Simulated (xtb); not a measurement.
C2H5ClFNSi, SMILES [Si](Cl)(N)(C=C)F. All values are semi-empirical tight-binding results from xtb (GFN2-xTB unless named), good for trends rather than for accurate numbers. Geometry: GFN2-xTB. The structure was generated by enumeration, and PubChem lists no compound with its InChIKey, so it may never have been made. The values are those of a single conformer.

Q: Estimate the properties. (The exact figures need the calculation; the answer reports its results.)

A: 
The orbital gap comes out as 4.57 eV, the dipole moment is 2.93 D and the zero-point energy comes out as 44.6 kcal/mol. The G − E(el) at 298.15 K (modified RRHO) is 23.3 kcal/mol and the static polarisability (D4 model) is 80.7 bohr³. The solvation energy, GFN2-xTB/ALPB(water) is -4.3 kcal/mol and the solvation energy, GFN2-xTB/ALPB(acetonitrile) is -6.0 kcal/mol.
